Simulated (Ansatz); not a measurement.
One geometry of (H2Al-mu-SH)2 (Al2H6S2), several levels of theory.

```yaml
crystal:
  periodic: [false, false, false]
  atoms:
    - {symbol: Al, position_ang: [-0.571381, -1.219415, 0.953688]}
    - {symbol: H, position_ang: [-2.089815, -1.054798, 1.359294]}
    - {symbol: H, position_ang: [0.408629, -2.388407, 1.356111]}
    - {symbol: S, position_ang: [0.576081, 0.831198, 1.445505]}
    - {symbol: Al, position_ang: [1.073135, 0.869443, -0.902988]}
    - {symbol: H, position_ang: [0.464128, 2.188941, -1.523746]}
    - {symbol: H, position_ang: [2.546489, 0.326909, -1.057367]}
    - {symbol: S, position_ang: [-0.385890, -0.963859, -1.426305]}
    - {symbol: H, position_ang: [-0.514441, 1.631017, 1.379328]}
    - {symbol: H, position_ang: [-1.506935, -0.221019, -1.583520]}
basis:
  gaussian: {orbitals: def2-TZVP, initial_orbitals: start.molden}
hamiltonian: {xc: pbe}
correlation: {method: rpa}
scf: {omitted_lower_state_checks: [starts]}
```

The file start.molden holds the orbitals of an earlier run on this structure, at another level or in another basis.

```sh
$ ansatz run in.yaml --threads 4 --pin off --events-out ev --progress --plain --max-ram 3916MiB
```

Shortened log:

```
Functional definition: PBE
  name "PBE"
  cite "Perdew, Burke & Ernzerhof, Phys. Rev. Lett. 77, 3865 (1996) doi:10.1103/PhysRevLett.77.3865"
  parent pbe
  parameter kappa = 0.804
  parameter beta = 0.06672455060314922
  exchange = pbe_x(kappa = kappa, mu = beta*pi^2/3)
  correlation = pbe_c(beta = beta)
these checks for a lower state are left out or cut short: starts
1202 factors; integrals over basis functions are off by at most 1.1e-3 eV
mean field evaluation 1: about -34949.2141 eV, gradient 1.4e1 eV
mean field evaluation 2: about -34949.3258 eV, gradient 1.5e-1 eV
mean field evaluation 4: about -34949.3121 eV, gradient 2.4e-4 eV
mean field evaluation 8: about -34949.3121 eV, gradient 1.8e-6 eV
mean field -34949.31207377 eV, -1284.3635292163 hartree, gradient 1.8e-6 eV, S^2 0.000000; 0 other end points of the search recorded, 0 dependent functions left out
20 core orbitals not correlated: weight in the atoms' cores, before any rotation towards them, 1.000 or more for the frozen orbitals, at most 0.000 for the correlated occupied ones
reference -34898.16826091 eV, -1282.4840287603 hartree; 12, 12 occupied and 152, 152 virtual orbitals, 1202 factors
Total energy: -34924.26059248 eV, -1283.4429042595 hartree
Checks for a lower state left out: starts
```

It took 3.9 s on 4 threads of Arm Neoverse V1 on a shared host.

First input, but with `hamiltonian: {xc: {name: PBE-QIDH}}` and without the key `correlation` (abridged; 4.7 s):

```
Functional definition: PBE-QIDH
mean field -34937.65677396 eV, -1283.9352048487 hartree, gradient 2.8e-6 eV, S^2 0.000000
20 core orbitals not correlated: weight in the atoms' cores, before any rotation towards them, 1.000 or more for the frozen orbitals, at most 0.000 for the correlated occupied ones
second order -16.12018726 eV of doubles, -0.00000000 eV of singles
Total energy: -34943.03018586 eV, -1284.1326740938 hartree
Checks for a lower state left out: starts
```

Geometry: B3LYP-D4/def2-SVP.

Correlated methods freeze 20 core orbitals.
